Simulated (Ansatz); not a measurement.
`BN[SiH2]F` → `B[NH]`• + `F[SiH2]`•  (homolysis of the N–Si bond)

Calculated with Ansatz (gas phase, PBE0-D4/def2-TZVP geometries, no zero-point term in ΔE). CCSD(T)/CBS adds triple-zeta CCSD(T) − MP2 to the extrapolated MP2 energy (def2 sets, frozen cores). This one scheme is used for every species. Functionals use def2-TZVPP. B3LYP here is the variant with VWN-RPA as its local correlation; programs differ in this. HSE06 is defined as in plane-wave codes. Open shells (•) are unrestricted, without spin–orbit coupling. Each species was taken in one conformer, which may not be the lowest.

```csv
level,ΔE (kJ/mol),difference from CCSD(T)/CBS
LDA (SPW92),514.9,-0.5
PBE-D4,464.2,-51.2
revPBE-D4,456.1,-59.3
BLYP-D4,456.5,-58.9
r2SCAN-D4,465.7,-49.7
B97M-V,485.7,-29.7
B3LYP-D4,477.0,-38.4
r2SCANh-D4,470.0,-45.4
r2SCAN0-D4,475.8,-39.6
HSE06-D4,481.8,-33.6
BHLYP-D4,490.6,-24.8
CAM-B3LYP-D4,489.7,-25.7
ωB97X-V,504.7,-10.7
ωB97M-V,508.3,-7.1
B2PLYP,491.0,-24.4
PBE-QIDH,508.6,-6.8
revPBE,435.9,-79.5
BLYP,440.6,-74.8
r2SCAN,463.8,-51.6
PBE0,475.6,-39.8
B3LYP,465.1,-50.3
r2SCANh,468.0,-47.4
HSE06,475.9,-39.5
CAM-B3LYP,483.2,-32.2
LC-ωPBE,486.3,-29.1
RPA@PBE/def2-TZVPP,486.3,-29.1
HF/def2-SVP,412.0,-103.4
MP2/def2-SVP,517.5,2.1
CCSD/def2-SVP,483.4,-32.0
CCSD(T)/def2-SVP,486.0,-29.4
HF/def2-TZVPP,411.0,-104.4
MP2/def2-TZVPP,536.8,21.4
SCS-MP2/def2-TZVPP,531.5,16.1
CCSD/def2-TZVPP,498.9,-16.5
CCSD(T)/def2-TZVPP,503.9,-11.5
HF/def2-QZVPP,410.8,-104.6
MP2/def2-QZVPP,543.3,27.9
SCS-MP2/def2-QZVPP,539.0,23.6
HF/CBS(def2),410.7,-104.7
CCSD/CBS(def2),510.4,-5.0
CCSD(T)/CBS,515.4,0
```

Largest T1 diagnostic among the species: 0.030.

From BLYP to BHLYP (50 % exact exchange), in def2-TZVPP and without D4, ΔE moves by +40.6 kJ/mol. At CCSD(T), def2-SVP lies −29.4 kJ/mol from the extrapolated value and def2-TZVPP −11.5 kJ/mol: correlation converges slowly with the basis, and small sets miss more of it in the bonded molecule than in its fragments.
